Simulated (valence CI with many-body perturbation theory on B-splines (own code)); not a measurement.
**Level structure of K¹²⁺**

Calculated by valence CI with perturbative core correlation (CI+MBPT): five valence electrons over a frozen Dirac-Fock core [He], a basis of 9 s, 9 p, 8 d, 6 f, 3 g, 1 h functions for each j, with the one-electron correlation potential Σ1, the two-electron term Σ2, the three-electron term Σ3, Breit, model QED; selected CI, second order for the rest, scaled by the run's own slope (own B-spline code, finite nucleus).

No measured levels were compared; by estimate levels of excited configurations hold to 0.05 to 0.15 % of their energy, terms of the ground configuration to about 0.5 %. Among the levels kept, up to 2400 cm⁻¹ of a level comes from second order outside the variational space, and about a tenth of that is noise between levels of different J, which matters for small intervals.

Levels 1 to 45 of 78, with energies above the lowest level, 2s²2p³ ⁴S°_3/2. "Leading %" is the weight of the configuration and term that name the level; weights of strongly mixed levels are sums over their largest components and can fall short.

| No. | Configuration | Term | J | E (Ry) | Leading % | Second component | g |
| --- | --- | --- | --- | --- | --- | --- | --- |
| 1 | 2s²2p³ | ⁴S° | 3/2 | 0.000 | 98 |  | 1.991 |
| 2 | 2s²2p³ | ²D° | 3/2 | 0.919 | 90 | 9 % 2s²2p³ ²P° | 0.849 |
| 3 | 2s²2p³ | ²D° | 5/2 | 0.966 | 100 |  | 1.199 |
| 4 | 2s²2p³ | ²P° | 1/2 | 1.468 | 98 |  | 0.663 |
| 5 | 2s²2p³ | ²P° | 3/2 | 1.535 | 88 | 9 % 2s²2p³ ²D° | 1.290 |
| 6 | 2s2p⁴ | ⁴P | 5/2 | 4.380 | 99 |  | 1.598 |
| 7 | 2s2p⁴ | ⁴P | 3/2 | 4.523 | 100 |  | 1.732 |
| 8 | 2s2p⁴ | ⁴P | 1/2 | 4.592 | 99 |  | 2.664 |
| 9 | 2s2p⁴ | ²D | 3/2 | 6.035 | 99 |  | 0.802 |
| 10 | 2s2p⁴ | ²D | 5/2 | 6.045 | 99 |  | 1.200 |
| 11 | 2s2p⁴ | ²S | 1/2 | 7.021 | 91 | 8 % 2s2p⁴ ²P | 1.895 |
| 12 | 2s2p⁴ | ²P | 3/2 | 7.310 | 99 |  | 1.329 |
| 13 | 2s2p⁴ | ²P | 1/2 | 7.503 | 91 | 8 % 2s2p⁴ ²S | 0.774 |
| 14 | 2p⁵ | ²P° | 3/2 | 11.455 | 97 |  | 1.332 |
| 15 | 2p⁵ | ²P° | 1/2 | 11.686 | 97 |  | 0.663 |
| 16 | 2s²2p²3s | ⁴P | 1/2 | 30.054 | 93 |  | 2.600 |
| 17 | 2s²2p²3s | ⁴P | 3/2 | 30.158 | 95 |  | 1.724 |
| 18 | 2s²2p²3s | ⁴P | 5/2 | 30.280 | 94 |  | 1.588 |
| 19 | 2s²2p²3s | ²P | 1/2 | 30.381 | 94 |  | 0.737 |
| 20 | 2s²2p²3s | ²P | 3/2 | 30.524 | 90 | 6 % 2s²2p²3s ²D | 1.304 |
| 21 | 2s²2p²3s | ²D | 5/2 | 30.980 | 94 |  | 1.211 |
| 22 | 2s²2p²3s | ²D | 3/2 | 30.991 | 91 | 6 % 2s²2p²3s ²P | 0.835 |
| 23 | 2s²2p²3p | ²S° | 1/2 | 31.225 | 64 | 18 % 2s²2p²3p ⁴D° | 1.599 |
| 24 | 2s²2p²3p | ⁴D° | 1/2 | 31.311 | 75 | 21 % 2s²2p²3p ²S° | 0.455 |
| 25 | 2s²2p²3p | ⁴D° | 3/2 | 31.347 | 87 | 8 % 2s²2p²3p ⁴P° | 1.246 |
| 26 | 2s²2p²3p | ⁴D° | 5/2 | 31.443 | 90 | 6 % 2s²2p²3p ⁴P° | 1.384 |
| 27 | 2s²2p²3p | ⁴P° | 3/2 | 31.504 | 73 | 8 % 2s²2p²3p ⁴D° | 1.591 |
| 28 | 2s²2p²3p | ⁴P° | 1/2 | 31.509 | 87 | 7 % 2s²2p²3p ²S° | 2.562 |
| 29 | 2s²2p²3p | ⁴D° | 7/2 | 31.556 | 94 |  | 1.421 |
| 30 | 2s²2p²3p | ⁴P° | 5/2 | 31.578 | 71 | 19 % 2s²2p²3p ²D° | 1.502 |
| 31 | 2s²2p²3p | ²D° | 3/2 | 31.646 | 86 | 10 % 2s²2p²3p ⁴P° | 0.908 |
| 32 | 2s²2p²3s | ²S | 1/2 | 31.752 | 92 |  | 1.998 |
| 33 | 2s²2p²3p | ⁴S° | 3/2 | 31.790 | 76 | 12 % 2s2p³3s ⁴S° | 1.958 |
| 34 | 2s²2p²3p | ²D° | 5/2 | 31.814 | 74 | 18 % 2s²2p²3p ⁴P° | 1.263 |
| 35 | 2s²2p²3p | ²P° | 3/2 | 31.904 | 91 |  | 1.343 |
| 36 | 2s²2p²3p | ²P° | 1/2 | 31.922 | 90 | 4 % 2s²2p²3p ²S° | 0.710 |
| 37 | 2s²2p²3p | ²F° | 5/2 | 32.264 | 91 | 5 % 2s²2p²3p ²D° | 0.880 |
| 38 | 2s²2p²3p | ²F° | 7/2 | 32.308 | 96 |  | 1.149 |
| 39 | 2s2p³3s | ⁶S° | 5/2 | 32.341 | 99 |  | 1.998 |
| 40 | 2s²2p²3p | ²D° | 3/2 | 32.515 | 84 | 9 % 2s²2p²3p ²P° | 0.866 |
| 41 | 2s²2p²3p | ²D° | 5/2 | 32.531 | 93 |  | 1.195 |
| 42 | 2s²2p²3p | ²P° | 1/2 | 32.676 | 97 |  | 0.667 |
| 43 | 2s²2p²3p | ²P° | 3/2 | 32.796 | 86 | 9 % 2s²2p²3p ²D° | 1.297 |
| 44 | 2s²2p²3d | ⁴F | 3/2 | 32.801 | 87 | 6 % 2s²2p²3d ⁴D | 0.479 |
| 45 | 2s²2p²3d | ⁴F | 5/2 | 32.849 | 84 | 11 % 2s²2p²3d ⁴D | 1.071 |

Names give the largest LS component (configuration and term), which can be under half, so a name can repeat, a term be missing and a line seem to break the LS rules; names also repeat where a configuration has a term twice.

The ionisation energy to 2s²2p² ³P0 of the next ion comes out as 714.32 eV (NIST: 714.7 ± 0.5 eV (semi-empirical)). All 78 levels together are meant to be complete up to 34.243 Ry.
